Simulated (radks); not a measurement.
Values are calculated unless marked as measured or tabulated.
Q: The tin ion Sn35+, 15 electrons, occupied as [Ne] 3s2 3p3. Code: a radial shooting solver on a logarithmic mesh with Libxc functionals. Model: scalar-relativistic Kohn-Sham, LDA (Slater exchange, VWN5 correlation), spin-polarised, spherical densities, finite nucleus; open shells are filled with parallel spins first (spin-orbit coupling, left out, can overturn this in heavy ions); Fermi nuclear charge, rms radius 4.6519 fm. Some entries of the table are withheld. Estimate them.

orbital  occ.  eigenvalue (Ry)  <r^2> (bohr^2)
1s up       1        -2276.609        0.001144
1s down     1        -2276.090        0.001144
2s up       1        -462.4330         0.01810
2s down     1        -461.9592         0.01806
2p up       3        -431.1334         0.01419
2p down     3        -430.5656         0.01417
3s up       1              (1)          0.1045
3s down     1              (2)          0.1050
3p up       3              (3)             (4)
3p down     0              (5)             (6)

A: 
(1) 3s up eigenvalue (Ry): -178.7268
(2) 3s down eigenvalue (Ry): -177.2231
(3) 3p up eigenvalue (Ry): -168.8617
(4) 3p up <r^2> (bohr^2): 0.09963
(5) 3p down eigenvalue (Ry): -167.3447
(6) 3p down <r^2> (bohr^2): 0.1000
